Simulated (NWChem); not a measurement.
System: C$_{3}$H$_{7}$NSi; SMILES C1[Si@@H](C)CN=1

```xyz
12

C     -0.0385     2.0698     0.5399
Si    -0.0111     0.4899    -0.4710
C     -1.0934    -0.9710     0.0389
N     -0.1252    -1.7657     0.3325
C      1.0995    -0.9695     0.0736
H     -0.9238     2.6767     0.2929
H     -0.0589     1.8494     1.6176
H      0.8543     2.6792     0.3267
H     -0.0062     0.8382    -1.9298
H     -2.1392    -1.2990     0.1363
H      1.7423    -1.4626    -0.6739
H      1.6976    -0.8583     0.9933
```
Atoms are numbered in this order, from 1.

Results from NWChem. All runs use the structure optimised with PBE0/def2-SVP. Not confirmed as a minimum by frequencies. Level: PBE/def2-SVP with SMD (1 M gas to 1 M solution), gas-phase geometry. Reactions with the solvent are ignored.

```
solvent        dielectric constant  solvation free energy (kcal/mol)  cavity-dispersion-structure term (kcal/mol)  dipole in solution (D)
-------------  -------------------  --------------------------------  -------------------------------------------  ----------------------
water                         78.4                              -0.7                                          3.5                    2.95
diethyl ether                 4.24                              -2.8                                          0.3                    2.76
methanol                      32.6                              -2.6                                          [?]                    2.94
ethyl acetate                 5.99                              -2.6                                          0.8                    2.81
```

Task: Some entries are withheld; supply them.

Result: 
- methanol, cavity-dispersion-structure term (kcal/mol): 1.5
